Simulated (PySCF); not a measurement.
A GIAO shielding run with PySCF 2.14.0 with density-fitted response routines (density fitting, non-relativistic, gas phase) on SMILES [SiH2]([SiH2]O[SiH2]CC)F, C2H11FOSi3:

```
$ OMP_NUM_THREADS=1 python probes_run.py task.json out

{"job": {"kind": "nmr", "xc": "PBE0", "basis": "pcSseg-1"}, "charge": 0, "multiplicity": 1}
C     -3.456029     0.146446    -0.317691
C     -2.010223    -0.070030     0.115765
Si    -0.764301     0.226179    -1.284805
O      0.751711     0.004352    -0.745838
Si     1.913149    -0.760466     0.096048
Si     3.807377     0.437668    -0.380990
F      5.021554    -0.343947     0.355696
H     -3.601023     1.165519    -0.669099
H     -3.718687    -0.528738    -1.128892
H     -4.143365    -0.028905     0.508422
H     -1.788488     0.595288     0.953527
H     -1.901639    -1.087422     0.499364
H     -0.967680    -0.720334    -2.382919
H     -0.751316     1.618462    -1.733389
H      1.904385    -2.165787    -0.337881
H      1.492603    -0.765644     1.506701
H      4.272847     0.495413    -1.768652
H      3.930369     1.788265     0.173457
```

Hardware: 1 thread of an Arm Neoverse N1, shared host. The job also computes population analyses, field gradients.

(1) How large is the calculation?

(2) How long does it take, and how much memory does it need?

Answers

(1) 82 electrons, 195 basis functions and 1085 auxiliary functions.

(2) 62 s of wall time, with 13 SCF cycles and 4 response iterations; peak memory 0.86 GiB. Times on a shared host scatter by some tens of per cent.
